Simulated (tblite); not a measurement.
Isomers of C8H10O2. Level: GFN2-xTB in tblite, geometry and Hessian alike; calculated harmonic values, unscaled, isolated species. The method is semi-empirical: single wavenumbers can be off by several per cent or more. One conformer each.

Electronic energies: GFN2-xTB at the same geometries; isomer energies are rough at this level and their order can be wrong.

| SMILES | electronic energy, lowest = 0 (kcal/mol) |
| --- | --- |
| CC1=CCC=C(C(=O)O)C1 | 0.0 |
| CC(=O)[C@@H]1C=CC(=O)CC1 | 11.0 |
| C=CC(=C)/C=C\OC(C)=O | 36.3 |
| COCc1ccc(O)cc1 | 1.9 |

Task: How do GFN2-xTB zero-point energies change the relative energies?

Result: 
```csv
SMILES,ZPE (kcal/mol),of it from modes above 1550 cm⁻¹,electronic (kcal/mol),"with ZPE, lowest = 0 (kcal/mol)",lowest mode (cm⁻¹),rings
CC1=CCC=C(C(=O)O)C1,100.6,50.8,0.0,0.0,29,1
COCc1ccc(O)cc1,100.5,48.2,1.9,1.8,27,1
CC(=O)[C@@H]1C=CC(=O)CC1,100.6,50.4,11.0,11.1,41,1
C=CC(=C)/C=C\OC(C)=O,97.9,53.7,36.3,33.7,20i,0
```

The zero-point energies span 2.7 kcal/mol, from `C=CC(=C)/C=C\OC(C)=O` to `CC(=O)[C@@H]1C=CC(=O)CC1`. Slightly imaginary modes are left out of the zero-point energy: `C=CC(=C)/C=C\OC(C)=O` 19.9i cm⁻¹. The order is unchanged.

Task: What do entropy and thermal enthalpy add at 298.15 K and 1 bar (rigid rotor, harmonic oscillator, one conformer each)?

Result: 
| SMILES | point group | symmetry number | S (cal/(mol K)) | H − H(0) (kcal/mol) | ZPE + H − H(0) − TS (kcal/mol) |
| --- | --- | --- | --- | --- | --- |
| CC1=CCC=C(C(=O)O)C1 | Cs | 1 | 99.5 | 6.88 | 77.8 |
| COCc1ccc(O)cc1 | C1 | 1 | 97.9 | 6.71 | 78.0 |
| CC(=O)[C@@H]1C=CC(=O)CC1 | C1 | 1 | 98.9 | 6.81 | 78.0 |

Not tabulated: `C=CC(=C)/C=C\OC(C)=O` (lowest mode only 20i cm⁻¹).
